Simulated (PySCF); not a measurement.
Atoms are numbered as in `[CH2:1]=[N:2]/[N:3]=[C:4](\[CH3:5])[CH2:6][CH3:7]` (H(Xn): hydrogen on atom n). Ha(C1) is cis to N3; Hb(C1) is trans to N3.

No solvent model, one computed conformer, relativity neglected, one averaged value for each set of equivalent atoms. B3LYP/pcJ-1 coupling constants (spin–dipole term only in couplings to heteroatoms); CAM-B3LYP/pcSseg-1 with gauge-including orbitals; PBE0-D3(BJ)/def2-SVP geometry; PySCF 2.14.

Chemical shifts δ = σref − σ; ¹H vs TMS, all at this level.

The spectrum was simulated from the full spin Hamiltonian at 90 MHz with 0.8 Hz Lorentzian lines, from shifts rounded to 0.01 ppm and J to 0.1 Hz, couplings under 1 Hz left out.

Task: List the maxima of its ¹H spectrum with integrals.

Result: 
Maxima in ppm (height), grouped by integral:
2H: 6.525 (67)
2H: 2.267 (3), 2.252 (4), 2.178 (5), 2.162 (12), 2.079 (10), 2.065 (16), 1.981 (6), 1.968 (6)
3H: 1.660 (100)
3H: 1.247 (12), 1.239 (18), 1.149 (30), 1.143 (25), 1.059 (8), 1.051 (12), 1.041 (7)

Task: Summarise it as multiplets with assignments.

Result: ¹H NMR (90 MHz, computed): δ 6.53 (m, 1H, Ha(C1)), 6.52 (m, 1H, Hb(C1)), 2.11 (q, J = 8.6 Hz, 2H, H(C6)), 1.66 (s, 3H, H(C5)), 1.15 (t, J = 8.6 Hz, 3H, H(C7)). These are first-order names; overlap and second-order distortion can hide them in the list.

Multiplet labels drop couplings under 1 Hz and merge nearly equal ones. Unscaled 3J(H,H) at this level run about 10 % above measured values.
